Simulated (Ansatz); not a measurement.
Reaction (atomization): `F[CH2][GeH3]` → C• + F• + Ge• + 5 H•

Calculated with Ansatz (gas phase, PBE0-D4/def2-TZVP geometries, no zero-point term in ΔE). CCSD(T)/CBS adds triple-zeta CCSD(T) − MP2 to the extrapolated MP2 energy (def2 sets, frozen cores). This one scheme is used for every species, atoms too. DFT in def2-TZVPP. No spin–orbit coupling; open shells (•) take unrestricted orbitals. Spin–orbit coupling would lower the free atoms: a little for C, F; clearly for Ge. Bonds to Ge are less sure, by a few kJ/mol each and by 10 to 20 or more in all where they break to atoms, as the def2 sets lack core-valence functions. Scalar relativity is left out up to krypton.

`F[CH2][GeH3]`:

Cartesian coordinates in Å:
```
F -1.446 1.319 0.182
C -0.144 0.996 -0.169
Ge 0.192 -0.926 0.138
H 0.535 1.608 0.432
H 0.001 1.250 -1.223
H -0.771 -1.761 -0.717
H 1.644 -1.232 -0.267
H -0.011 -1.254 1.624
```

```json
{"level": "r2SCANh-D4", "ΔE (kJ/mol)": "2488.6"}
{"level": "PBE-QIDH", "ΔE (kJ/mol)": "2475.7"}
{"level": "MP2/def2-TZVPP", "ΔE (kJ/mol)": "2464.9"}
{"level": "SCS-MP2/def2-TZVPP", "ΔE (kJ/mol)": "2467.2"}
```

(1) What does CCSD(T)/CBS give? (Estimate.)

Largest T1 diagnostic among the species: 0.011.

Answers

(1) Computed: +2509.9 kJ/mol. The listed levels differ from it by -21.3, -34.2, -45.0, -42.7 kJ/mol.

From PBE to PBE0 (25 % exact exchange), in def2-TZVPP and without D4, ΔE moves by −35.2 kJ/mol: exact exchange takes away binding that semilocal exchange gives to molecules. The D4 term adds +17.2 kJ/mol with B3LYP and +8.8 kJ/mol with PBE0; it sums over pairs of atoms, weighted by their polarisabilities, and B3LYP, whose exchange is more repulsive, gets the larger term. At CCSD(T), def2-SVP lies −141.9 kJ/mol from the extrapolated value and def2-TZVPP −50.0 kJ/mol: correlation converges slowly with the basis, and small sets miss more of it in the bonded molecule than in its fragments.

B3LYP here is the variant with VWN-RPA as its local correlation; programs differ in this.

For atomizations the MP2-based limit and the directly extrapolated one differ by several kJ/mol either way, and by 10 to 25 for some Ge, Se and Sn compounds, so smaller differences from it don't rank the levels.
